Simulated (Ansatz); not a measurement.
ClI, charge +1, doublet, geometry from GFN2-xTB of the parent state (a state made from the parent by changing its charge; the spin is typed, not shown lowest) (core potentials on I); B3LYP/def2-SVP (Ansatz, a first-principles code).

Ansatz was given this input:
Ansatz 0.2 input:
```yaml
crystal:
  periodic: [false, false, false]
  atoms:
    - {symbol: Cl, position_ang: [-0.00000000, -0.00000000, -2.11796384]}
    - {symbol: I, position_ang: [0.00000000, 0.00000000, 0.67934689]}
basis:
  gaussian:
    orbitals: def2-SVP
hamiltonian:
  xc: b3lyp
total_charge: 1
magnetization: {spin_polarized: true, initial_magnetization: 1}
```

Output, abridged:

```
Functional definition: B3LYP
495 factors; integrals over basis functions are off by at most 3.4e-4 eV
mean field evaluation 1: about -20604.6703 eV, gradient 2.7e1 eV
mean field evaluation 2: about -20567.5544 eV, gradient 6.4e1 eV
mean field evaluation 4: about -20610.8459 eV, gradient 2.8e0 eV
mean field evaluation 8: about -20610.9227 eV, gradient 3.8e-1 eV
mean field evaluation 16: about -20610.9256 eV, gradient 9.5e-3 eV
mean field evaluation 32: about -20610.9264 eV, gradient 9.1e-3 eV
mean field evaluation 64: about -20610.4614 eV, gradient 2.5e0 eV
mean field -20610.92643617 eV, -757.4375759415 hartree, gradient 4.8e-6 eV, S^2 0.823004; 8 other end points of the search recorded, 0 dependent functions left out
reference -20610.92661193 eV, -757.4375824006 hartree; 21, 20 occupied and 23, 24 virtual orbitals, 495 factors
Total energy: -20610.92661193 eV, -757.4375824006 hartree
```
